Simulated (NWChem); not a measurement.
System: SbClF$_{2}$; SMILES [Sb]([F])([F])[Cl]

NWChem printed, in part:

```
             Northwest Computational Chemistry Package (NWChem) 7.3.0
             --------------------------------------------------------

 CS  symmetry detected

                             Geometry "geometry" -> ""
                             -------------------------

 Output coordinates in angstroms (scale by  1.889725989 to convert to a.u.)

  No.       Tag          Charge          X              Y              Z
 ---- ---------------- ---------- -------------- -------------- --------------
    1 Sb                  51.0000     0.35862337    -0.34367942     0.00000000
    2 F                    9.0000    -0.83868455    -0.86358073    -1.41130000
    3 F                    9.0000    -0.83868455    -0.86358073     1.41130000
    4 Cl                  17.0000    -0.18785117     1.94541786     0.00000000

 Effective nuclear repulsion energy (a.u.)     513.2724896687

      Symmetry information
      --------------------

 Group name             Cs
 Group number              2
 Group order               2
 No. of unique centers     3

                                 NWChem DFT Module
                                 -----------------

 Summary of "ao basis" -> "ao basis" (spherical)
 ------------------------------------------------------------------------------
       Tag                 Description            Shells   Functions and Types
 ---------------- ------------------------------  ------  ---------------------
 Sb                         def2-svp                10       26   4s4p2d
 F                          def2-svp                 6       14   3s2p1d
 Cl                         def2-svp                 8       18   4s3p1d

      Symmetry analysis of basis
      --------------------------

        a'         45
        a"         27

            General Information
            -------------------
          SCF calculation type: DFT
          Wavefunction type:  closed shell.
          No. of atoms     :     4
          No. of electrons :    58
           Alpha electrons :    29
            Beta electrons :    29
          Charge           :     0
          Spin multiplicity:     1
          Use of symmetry is: on ; symmetry adaption is: on
          Maximum number of iterations: 150
          AO basis - number of functions:    72
                     number of shells:    30
          Convergence on energy requested:  1.00D-06
          Convergence on density requested:  1.00D-05
          Convergence on gradient requested:  5.00D-04

              XC Information
              --------------
                     Hartree-Fock (Exact) Exchange  1.000
                   CAM-Becke88 Exchange Functional  1.000
                      VWN V Correlation Functional  0.190 local
              Lee-Yang-Parr Correlation Functional  0.810

           Range-Separation Parameters
           ---------------------------
           Alpha           :  0.19
           Beta            :  0.46
           Gamma           :  0.33
           Short-Range HF  :     F

             Grid Information
             ----------------
          Grid used for XC integration:  medium
          Radial quadrature: Mura-Knowles
          Angular quadrature: Lebedev.
          Tag              B.-S. Rad. Rad. Pts. Rad. Cut. Ang. Pts.
          ---              ---------- --------- --------- ---------
          Sb                  1.45      123           8.0       590
          F                   0.50       49           8.0       434
          Cl                  1.00       88           8.0       590
          Grid pruning is: on
          Number of quadrature shells:   260
          Spatial weights used:  Erf1

      Superposition of Atomic Density Guess
      -------------------------------------

 Sum of atomic energies:        -935.52085629

      Non-variational initial energy
      ------------------------------

 Total energy =    -897.180501
 1-e energy   =   -1866.778126
 2-e energy   =     702.091570
 HOMO         =      -0.342924
 LUMO         =       0.000921

      Symmetry analysis of molecular orbitals - initial
      -------------------------------------------------

  Numbering of irreducible representations:

     1 a'          2 a"

  Orbital symmetries:

     1 a'          2 a'          3 a"          4 a'          5 a'
     6 a"          7 a'          8 a'          9 a"         10 a'
    11 a'         12 a"         13 a'         14 a'         15 a'
    16 a"         17 a'         18 a"         19 a'         20 a'
    21 a"         22 a'         23 a'         24 a"         25 a"
    26 a'         27 a'         28 a"         29 a'         30 a"
    31 a'         32 a'         33 a'         34 a'         35 a"
    36 a'         37 a"         38 a'         39 a'

   convergence    iter        energy       DeltaE   RMS-Dens  Diis-err
 ---------------- ----- ----------------- --------- --------- ---------
 d= 0,ls=0.0,diis     1   -899.7333353040 -1.17D+03  2.55D-02  1.08D+00
 d= 0,ls=0.0,diis     2   -899.6539717032  7.94D-02  1.11D-02  2.43D+00
 d= 0,ls=0.0,diis     3   -899.8692673317 -2.15D-01  1.72D-03  1.39D-02
 d= 0,ls=0.0,diis     4   -899.8704065024 -1.14D-03  7.29D-04  3.36D-03
 d= 0,ls=0.0,diis     5   -899.8708116418 -4.05D-04  1.10D-04  5.49D-05
  Resetting Diis
 d= 0,ls=0.0,diis     6   -899.8708193749 -7.73D-06  3.82D-05  3.17D-06
 d= 0,ls=0.0,diis     7   -899.8708201349 -7.60D-07  1.05D-05  1.62D-07
 d= 0,ls=0.0,diis     8   -899.8708201944 -5.95D-08  3.82D-06  3.81D-08

         Total DFT energy =     -899.870820194389
      One electron energy =    -1867.341243994155
           Coulomb energy =      768.591923445307
    Exchange-Corr. energy =      -68.627554472095
 Nuclear repulsion energy =      267.506054826554

 Numeric. integr. density =       58.000010834197

                  Occupations of the irreducible representations
                  ----------------------------------------------

[...]
```

Level: CAM-B3LYP/def2-SVP with def2 effective core potentials on Sb, vertical spin-unrestricted ions. The geometry was optimised at PBE0/def2-SVP. Not confirmed as a minimum by frequencies. def2 effective core potentials on Sb; no spin-orbit coupling.

Question: Write an input that gives this output.

Answer: One answer among several that fit: the input that was run:
```
start job
memory heap 200 mb stack 900 mb global 1100 mb
geometry units angstroms noautoz
  Sb     0.291486     0.354595     0.000000
  F     -0.931885     0.809795    -1.411300
  F     -0.931885     0.809795     1.411300
  Cl    -0.131927    -1.960426     0.000000
end
basis spherical
  * library def2-svp
end
ecp
  Sb library def2-ecp
end
dft
  xc xcamb88 1.00 lyp 0.81 vwn_5 0.19 hfexch 1.00
  cam 0.33 cam_alpha 0.19 cam_beta 0.46
  iterations 150
  vectors input atomic output neutral.movecs
end
task dft energy
charge 1
dft
  odft
  mult 2
  vectors input atomic output cation.movecs
end
task dft energy
```
